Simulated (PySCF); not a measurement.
Atoms are numbered as in `[CH2:1]=[CH:2]/[CH:3]=[P:4]/[CH:5]1[CH2:6][CH2:7][CH2:8]1` (H(Xn): hydrogen on atom n). Ha(C1) is cis to C3; Ha(C6), Ha(C7), Ha(C8) are cis to P4 on the ring; Hb(C1) is trans to C3; Hb(C6), Hb(C7), Hb(C8) are trans to P4 on the ring.

PySCF 2.14 calculation with shieldings: GIAO PBE0/pcSseg-1 and GFN2-xTB structure; averaged over atoms made equivalent by symmetry, fast rotation or ring inversion, no solvent, non-relativistic Hamiltonian, a single conformation.

Scale: ¹³C (σref 186.93) against TMS (reference shieldings calculated alike).

**Question.** Do the ¹³C shifts follow the atomic charges (in e)? Tabulate both.

**Answer.** 
| atoms | hybridisation | δ (ppm) | σ para (ppm) | Hirshfeld | IAO | Mulliken | ESP-fitted |
| --- | --- | --- | --- | --- | --- | --- | --- |
| C3 | sp2 | 199.5 | -276 | -0.10 | -0.38 | -0.39 | -0.04 |
| C2 | sp2 | 148.4 | -214 | -0.05 | -0.13 | -0.15 | -0.11 |
| C1 | sp2 | 125.0 | -192 | -0.09 | -0.31 | -0.15 | -0.47 |
| C5 | sp3 | 37.5 | -107 | -0.07 | -0.30 | -0.53 | +0.40 |
| C6/C8 | sp3 | 33.1 | -95 | -0.07 | -0.26 | -0.16 | -0.15 |
| C7 | sp3 | 17.8 | -82 | -0.07 | -0.26 | -0.22 | -0.15 |

Correlation coefficients of δ with charge over these carbons: Hirshfeld -0.40, IAO -0.13, Mulliken +0.03, ESP-fitted -0.25; with the paramagnetic shielding -1.00. With so few points, grouped by hybridisation, these coefficients are fragile. Charge is one influence among several: hybridisation and low-lying excitations act through the paramagnetic term.

Shifts are as computed. Against solution values, carbons near 30 ppm lie about +3 ppm off and those near 130 ppm about +5 ppm. Of 1211 compounds with measured shifts, 218 miss one by over three times the rms of a fit or turn the order of signals round; such compounds aren't used in these exercises.
